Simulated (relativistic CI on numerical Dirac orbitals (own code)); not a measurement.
**Mn⁺ in a cubic cluster: L2,3 absorption with charge transfer**

Computed with a charge-transfer multiplet model of a cubic metal-ligand cluster with up to 3 ligand holes, Slater and spin-orbit integrals from Dirac-Coulomb-Breit ions, Slater integrals scaled by 0.7. The parameters are those of a tetrahedral site (10Dq negative, t2 hopping the larger). The ground state mixes d6 with configurations of k ligand holes L, whose averages lie at kΔ + k(k − 1)U_dd/2; a core hole lowers each added d electron by U_cd. 300 K, Lorentzian 0.4 eV and Gaussian 0.3 eV FWHM.

Atomic integrals in eV (Slater integrals scaled, ζ unscaled), ground: F2dd 6.303, F4dd 3.879, zeta_d 0.031; with the core hole: F2dd 6.930, F4dd 4.274, zeta_d 0.046, zeta_core 6.798, F2cd 3.981, G1cd 2.893, G3cd 1.642.

Cluster parameters (eV): U_dd = 6.2, U_cd = 7.3, 10Dq = -0.45, 10Dq(ligand) = 0, V(eg) = 0.68, V(t2g) = -1.15, final-state hopping factor = 0.9.

| Case | n_d | d6 | d7L | d8L2 | d9L3 | S |
| --- | --- | --- | --- | --- | --- | --- |
| Δ = 5.9 eV | 6.07 | 0.93 | 0.07 | 0.00 | 0.00 | 2.00 |
| Δ = 6.9 eV | 6.06 | 0.94 | 0.06 | 0.00 | 0.00 | 2.00 |
| Δ = 7.9 eV | 6.05 | 0.95 | 0.05 | 0.00 | 0.00 | 2.00 |
| Δ = 8.9 eV | 6.04 | 0.96 | 0.04 | 0.00 | 0.00 | 2.00 |
| Δ = 9.9 eV | 6.03 | 0.97 | 0.03 | 0.00 | 0.00 | 2.00 |

Weights, n_d and S are thermal averages at 300 K. Photon energies count from the first peak over 30 % of the highest in each spectrum, which can be another peak from case to case. The parameters are a model scan and need not match a compound or its usual spin state. Peaks in eV (height, largest 100):
- Δ = 5.9 eV: 0.0 (100), 2.0 (29), 3.0 (12), 10.6 (32), 11.0 (32), 12.6 (12)
- Δ = 6.9 eV: 0.0 (100), 2.0 (30), 3.0 (12), 10.6 (32), 11.0 (32), 12.6 (12)
- Δ = 7.9 eV: 0.0 (100), 2.1 (29), 3.0 (12), 10.6 (32), 11.0 (32), 12.6 (12)
- Δ = 8.9 eV: 0.0 (100), 2.0 (30), 3.0 (12), 10.5 (32), 11.0 (32), 12.6 (12)
- Δ = 9.9 eV: 0.0 (100), 2.0 (30), 3.0 (12), 10.5 (32), 11.0 (32), 12.6 (12)

Curve for Δ = 7.9 eV (points under 2 left out, the grid thinned):

E (eV), Intensity and a bar:
```
     -2.6        2.0 
     -2.3        2.7 
     -2.0        4.0 #
     -1.7        7.6 ##
     -1.4       12.2 ###
     -1.2       13.7 ####
     -0.9       25.2 #######
     -0.6       50.5 ###############
     -0.3       81.1 ########################
      0.0      100.0 ##############################
      0.3       96.4 #############################
      0.6       76.5 #######################
      0.9       60.4 ##################
      1.2       49.4 ###############
      1.4       35.8 ##########
      1.7       26.1 #######
      2.0       29.4 ########
      2.3       24.6 #######
      2.6       15.1 ####
      2.9       11.8 ###
      3.2       11.3 ###
      3.5        7.8 ##
      3.8        5.0 #
      4.0        3.6 
      4.3        2.5 
      4.6        2.1 
      5.2        2.0 
      8.8        2.7 
      9.1        5.1 #
      9.4       11.1 ###
      9.7       14.5 ####
      9.9       20.6 ######
     10.2       29.9 #########
     10.5       31.5 #########
     10.8       31.5 #########
     11.1       31.5 #########
     11.4       23.5 #######
     11.7       16.9 #####
     12.0       13.3 ###
     12.3       10.4 ###
     12.5       11.3 ###
     12.8       10.8 ###
     13.1        8.1 ##
     13.4        4.3 #
     13.7        2.1
```

For the case Δ = 7.9 eV, Δ = 7.9 eV is larger than U_dd = 6.2 eV, the Mott-Hubbard side of the Zaanen-Sawatzky-Allen scheme. With the core hole the configuration with one ligand hole lies at Δ + U_dd − U_cd = 4.8, 5.8, 6.8, 7.8, 8.8 eV from the one without, in the order of the table; where this is negative the screened configuration lies lower.
